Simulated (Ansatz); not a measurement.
Consider the ligand exchange at the Si–F bond: `N[Si](F)(F)[SiH3]` + HCl → `N[Si](F)([SiH3])Cl` + H–F.

Gas-phase electronic energies from Ansatz, PBE0-D4/def2-TZVP geometries. CCSD(T)/CBS is the MP2 limit (def2-TZVPP, def2-QZVPP) plus CCSD(T) − MP2 in def2-TZVPP, frozen cores. This one scheme is used for every species. Functionals use def2-TZVPP. B3LYP here is the variant with VWN-RPA as its local correlation; programs differ in this. HSE06 is defined as in plane-wave codes. One conformer a species, not always the lowest.

Q: Is it downhill or uphill in electronic energy at CCSD(T)/CBS, and by how much? (Best estimate.)

A: The calculation gave: Uphill: ΔE = +46.2 kJ/mol.

Q: What do these levels give: r2SCAN-D4, B3LYP-D4, HSE06-D4, CAM-B3LYP-D4, B2PLYP, PBE-QIDH, B3LYP, r2SCANh, BHLYP, CAM-B3LYP, CCSD(T)/def2-TZVPP, HF/def2-QZVPP? (Best estimate.)

A: Ansatz gave: r2SCAN-D4 48.8, B3LYP-D4 49.5, HSE06-D4 40.0, CAM-B3LYP-D4 56.5, B2PLYP 53.6, PBE-QIDH 44.4, B3LYP 56.7, r2SCANh 49.3, BHLYP 59.1, CAM-B3LYP 60.7, CCSD(T)/def2-TZVPP 50.9, HF/def2-QZVPP 64.9 kJ/mol.

Largest T1 diagnostic among the species: 0.012.

At CCSD(T), def2-SVP lies +3.5 kJ/mol from the extrapolated value and def2-TZVPP +4.7 kJ/mol. The D4 term adds −7.1 kJ/mol with B3LYP and −3.9 kJ/mol with PBE0; it sums over pairs of atoms, weighted by their polarisabilities, and B3LYP, whose exchange is more repulsive, gets the larger term. Leaving LDA and LC-ωPBE aside and taking each functional with its dispersion term where it has one, the values, not all of them listed here, spread over 20.4 kJ/mol, from revPBE-D4 to CAM-B3LYP-D4.
